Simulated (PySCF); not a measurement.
C3H4F2Si, SMILES C([SiH3])#CC(F)F. Heavy atoms are numbered as in [F:1][CH:2]([F:3])[C:4]#[C:5][SiH3:6]. Hydrogens are named by the atom that carries them.

Geometry: PBE-D3(BJ)/def2-SVP. This is a generated structure with no PubChem entry under its InChIKey; it may be hypothetical.

Calculation: PBE/def2-TZVP (PySCF).

ESP charges are fitted to the potential on shells at 1.4 to 2.0 van der Waals radii. Atomic charges (e), one atom of each kind:

```csv
atom,Mulliken,ESP fit
F1,-0.15,-0.16
C2 (CH),0.18,0.25
C4,-0.15,-0.04
C5,0.00,-0.16
Si6 (SiH3),0.18,0.20
H on C2,0.09,0.11
H on Si6,-0.01,-0.02
```

Task: Give the Mayer and Wiberg (Löwdin basis) orders of the bonds. (An estimate is asked for; the answer gives what the named calculation found.)

Result: 
```json
[
 {"bond": "F1–C2", "Mayer": "1.16", "Wiberg": "1.73"},
 {"bond": "C2–F3", "Mayer": "1.16", "Wiberg": "1.73"},
 {"bond": "C2–C4", "Mayer": "1.09", "Wiberg": "1.26"},
 {"bond": "C4–C5", "Mayer": "2.61", "Wiberg": "2.76"},
 {"bond": "C5–Si6", "Mayer": "1.00", "Wiberg": "1.23"}
]
```
